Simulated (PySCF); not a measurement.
Electron correlation in In+ (indium, charge +1)

[Kr] 4d9 5s2 5p1, one real determinant (an excited configuration). All numbers are calculated (PySCF 2.14, scalar relativity by spin-free X2C-1e, in x2c-TZVPPall). Frozen: [Ar] 3d10; 20 electrons correlated.

MP2 pair energies summed by pair of shells (mhartree):

| pair | energy | share (%) |
| --- | --- | --- |
| 4d-4d | -120.61 | 37.1 |
| 4p-4d | -57.91 | 17.8 |
| 4d-5s | -55.49 | 17.1 |
| 4p-4p | -17.15 | 5.3 |
| 5s-5s | -17.02 | 5.2 |
| 4d-5p | -13.79 | 4.2 |
| 5s-5p | -13.29 | 4.1 |
| 4p-5s | -9.16 | 2.8 |
| 4s-4d | -8.37 | 2.6 |
| 4s-4p | -8.12 | 2.5 |
| 4p-5p | -2.26 | 0.7 |
| 4s-4s | -1.43 | 0.4 |
| 4s-5s | -0.64 | 0.2 |
| 4s-5p | -0.18 | 0.1 |

Total MP2 correlation energy: -325.41 mhartree.

Same-spin part -110.12 and opposite-spin part -215.29 mhartree; SCS-MP2 scales them by 1/3 and 6/5 to -295.06 mhartree.

The basis was made for the ground configuration and has no added diffuse functions, which can raise the energy of the promoted electron.

The reference is one real determinant that mixes LS terms of this configuration.

This basis was not built for core-valence correlation, so the inner-shell part is incomplete.
